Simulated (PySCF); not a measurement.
# Polarisability and C₆ of Cr (chromium, neutral)

[Ar] 3d4 4s2, high-spin 5D determinant (an excited configuration). All numbers are calculated (PySCF 2.14, the spin-free X2C one-electron Hamiltonian (Gaussian nucleus), in aug-cc-pVQZ-DK (9s8p6d4f3g2h, 140 functions)). Coupled (time-dependent) response in atomic units; α is the mean over directions.

```json
{"method": "PW91", "mean α (bohr³)": "79.35", "α xx, yy, zz": "81.89, 81.89, 74.28", "C₆ (like pair)": "790.0", "S(−4)": "3752"}
```

S(−4) is the Cauchy moment in α(ω) = α(0) + S(−4) ω² + …

α(iu) at PW91:

```tsv
u (hartree)	α(iu) (bohr³)
0	79.35
0.0500	71.32
0.100	56.08
0.200	32.36
0.300	20.19
0.500	10.26
0.750	5.917
1.00	4.030
1.50	2.351
2.00	1.588
3.00	0.8858
5.00	0.4000
```

The components differ because the open shell of this determinant is not spherical; for a pure term their mean is the scalar polarisability.
